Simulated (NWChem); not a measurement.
System meant: CHF, singlet; SMILES [CH]F

NWChem input:

```
start job
memory heap 200 mb stack 900 mb global 1100 mb
geometry units angstroms noautosym nocenter noautoz
  C      0.152456     0.712169     0.000000
  F     -0.004342    -0.578964     0.000000
  H     -0.911013     1.083269     0.000000
end
basis spherical
  C library def2-svp
  F library def2-svp
  H library def2-svp
end
dft
  xc m06-l
  iterations 150
end
property
  shielding
end
task dft property
```

End of the output:

```
 Vector   11  Occ=0.000000D+00  E= 1.432440D-01
              MO Center= -4.4D-02,  6.2D-01, -9.9D-12, r^2= 2.2D+00
   Bfn.  Coefficient  Atom+Function         Bfn.  Coefficient  Atom+Function
  ----- ------------  ---------------      ----- ------------  ---------------
     3      1.114913  1 C  s                  8     -0.923725  1 C  py
    17     -0.837913  2 F  s                 30     -0.717202  3 H  s
    22     -0.449833  2 F  py                 5     -0.401808  1 C  py
     7     -0.347228  1 C  px                19      0.313978  2 F  py
     2      0.260595  1 C  s                 16     -0.228882  2 F  s

 center of mass
 --------------
 x =   0.04893670 y =  -0.08039315 z =   0.00000000

 moments of inertia (a.u.)
 ------------------
          48.492177975200          -1.397424768192           0.000000000000
          -1.397424768192           3.907627780832           0.000000000000
           0.000000000000           0.000000000000          52.399805756032

     Multipole analysis of the density
     ---------------------------------

     L   x y z        total         alpha         beta         nuclear
     -   - - -        -----         -----         ----         -------
     0   0 0 0     -0.000000     -8.000000     -8.000000     16.000000

     1   1 0 0     -0.567884     -0.250536     -0.250536     -0.066811
     1   0 1 0     -0.082915     -0.179036     -0.179036      0.275157
     1   0 0 1     -0.000000     -0.000000     -0.000000      0.000000

     2   2 0 0     -9.093750     -6.278076     -6.278076      3.462402
     2   1 1 0     -1.267734     -0.075351     -0.075351     -1.117032
     2   1 0 1     -0.000000     -0.000000     -0.000000      0.000000
     2   0 2 0     -9.055240    -17.443041    -17.443041     25.830843
     2   0 1 1     -0.000000     -0.000000     -0.000000      0.000000
     2   0 0 2     -7.472914     -3.736457     -3.736457      0.000000

          -----------------------------------------
          Chemical Shielding Tensors (GIAO, in ppm)
          -----------------------------------------

 ------------------------------------------------------------------------
  xm06: d2 not coded                    0
 ------------------------------------------------------------------------
 ------------------------------------------------------------------------
  current input line :
    20: task dft property
 ------------------------------------------------------------------------
 ------------------------------------------------------------------------
 This error has not yet been assigned to a category
 ------------------------------------------------------------------------
 For more information see the NWChem manual at https://nwchemgit.github.io

0: xm06: d2 not coded:Received an Error in Communication
```

Task: What is wrong, and how is it mended?

Result: The program stopped with an error. Cause: this functional's second derivatives, which shieldings need, aren't coded here; the fix takes a hybrid GGA instead. This input runs:
```
start job
memory heap 200 mb stack 900 mb global 1100 mb
geometry units angstroms noautosym nocenter noautoz
  C      0.152456     0.712169     0.000000
  F     -0.004342    -0.578964     0.000000
  H     -0.911013     1.083269     0.000000
end
basis spherical
  C library def2-svp
  F library def2-svp
  H library def2-svp
end
dft
  xc pbe0
  iterations 150
end
property
  shielding
end
task dft property
```
It converges to -138.14854 Ha (PBE0/def2-SVP, GIAO).
